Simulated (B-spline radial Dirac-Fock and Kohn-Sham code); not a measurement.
# Dipole and non-dipole photoemission parameters of In 4p3/2

System: neutral indium, 1s2 2s2 2p6 3s2 3p6 3d10 4s2 4p6 4d10 5s2 5p1; threshold 73.50 eV (tabulated edge). Method: Dirac-Hartree-Slater photoionisation with a Latter tail; cross sections with all multipoles, angular parameters from the dipole term and its interference with E2. Computed with a B-spline atomic structure program.

For linearly polarised light dσ/dΩ = σ/(4π) [1 + β P₂(cos θ) + (δ + γ cos²θ) sin θ cos φ], with θ from the polarisation vector and φ the angle between the beam and the projection of the electron momentum on the plane normal to the polarisation.

```csv
hν (eV),σ (kb),β,γ,δ
103,372,0.028,0.126,-0.003
146,280,-0.146,0.003,-0.009
150,278,-0.092,-0.028,-0.001
181,267,0.315,-0.071,0.031
199,260,0.503,-0.029,0.036
243,238,0.843,0.087,0.033
352,181,1.258,0.207,0.017
400,160,1.356,0.208,0.012
500,125,1.486,0.172,0.005
509,122,1.494,0.168,0.005
534,115,1.516,0.155,0.004
905,53.3,1.669,0.007,0.000
970,47.4,1.679,-0.007,0.000
985,46.2,1.682,-0.009,0.000
1000,45.0,1.683,-0.012,0.000
1140,35.9,1.697,-0.026,0.001
1253.6,30.2,1.703,-0.029,0.001
1370,?,?,?,?
1410,24.3,1.707,-0.023,0.002
1610,18.9,1.706,-0.002,0.002
2000,12.3,1.696,0.062,0.004
2860,5.72,1.655,0.251,0.008
3030,5.03,1.646,0.290,0.009
4170,2.39,1.584,0.546,0.017
9251.7,0.299,1.343,1.365,0.067
9740,0.259,1.324,1.421,0.073
12000,0.142,1.241,1.647,0.099
```

Task: Give the values at 1370 eV.

Result: σ = 25.7 kb, β = 1.706, γ = -0.025, δ = 0.001.
